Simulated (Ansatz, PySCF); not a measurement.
System: GaI (charge 0, singlet). SMILES: [Ga][I]
Structure (B3LYP-D3(BJ)/def2-TZVP (Ansatz, an electronic-structure program) minimum search):
```xyz
2

Ga     0.0000     0.0000    -1.6517
I      0.0000     0.0000     0.9661
```

Quantity: vertical ionisation energy (to the doublet state of charge +1; each state is the SCF solution reached for its spin), in eV. Correlated levels leave the core frozen unless marked. UHF or UKS for open shells. Spin-orbit coupling is left out. The frozen core is the preceding noble-gas configuration, with the filled d and f shells of earlier blocks. Past Kr the def2 sets carry scalar-relativistic core potentials. CBS marks a two-point X^-3 extrapolation of the correlation energy; Hartree-Fock from the larger set.

```csv
level,program,vertical ionisation energy (eV),minus last row
SVWN5/def2-TZVPD,Ansatz,9.34,0.23
r2SCAN/def2-TZVPD,Ansatz,9.13,0.02
B3LYP/def2-TZVPD,Ansatz,9.17,0.06
BHLYP/def2-TZVPD,Ansatz,9.04,-0.07
CCSD/def2-TZVPPD,Ansatz,8.93,-0.18
CCSD(T)/def2-SVPD,Ansatz,8.94,-0.17
"CCSD(T)/CBS(def2-TZVPPD,def2-QZVPPD)",Ansatz,9.11,0.00
```

For comparison, minus the highest occupied orbital energy (PySCF): 7.88 eV at M06-2X/def2-TZVPD, 6.27 eV at BP86/def2-TZVPD, 7.55 eV at MN15/def2-TZVPD.
